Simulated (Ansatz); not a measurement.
The first iterations of a band of CH3ClFSSb (8 atoms, charge 0, multiplicity 1).

Computed with RKS BLYP-D4/def2-SVP in Ansatz 0.2.0.

```json
{"movable images": "9", "climbing image": "yes", "spring": "5.0 eV/Å²", "optimiser": "quadratic models (default)", "start path": "IDPP", "force threshold": "0.05 eV/Å", "iteration limit": "60", "end points": "relaxed"}
```

Image 0:

```xyz
8
Properties=species:S:1:pos:R:3
C 0.467 -0.478 0.984
S 1.601 -0.035 -0.422
Sb -0.104 0.677 -2.057
F -1.361 -0.796 -1.656
Cl -1.296 2.281 -0.678
H 1.088 -1.003 1.732
H 0.033 0.440 1.420
H -0.336 -1.143 0.620
```

Image 10:

```xyz
8
Properties=species:S:1:pos:R:3
C -0.329 -0.220 1.112
S -1.340 0.924 0.051
Sb -0.087 0.672 -2.060
F 0.144 -1.284 -1.899
Cl 2.142 1.164 -1.231
H 0.660 0.230 1.315
H -0.892 -0.350 2.054
H -0.207 -1.193 0.602
```

| iteration | highest image above the first end (eV) | largest band force component (eV/Å) |
| --- | --- | --- |
| 1 | 1.985 | 4.372 |
| 2 | 1.341 | 1.559 |
| 3 | 1.032 | 0.606 |

Q: Does the band converge within its limit, and where does its top end?

A: The forces met the threshold. It ended after 10 iterations with the highest image 0.820 eV above the first end. A vibrational analysis at the climbing image gives one clearly imaginary mode, 98i cm⁻¹: a first-order saddle point.

The run took 68 s on 2 threads of AMD EPYC 9R45 96-Core Processor (Zen 5), on a shared host, peak memory 0.18 GiB.
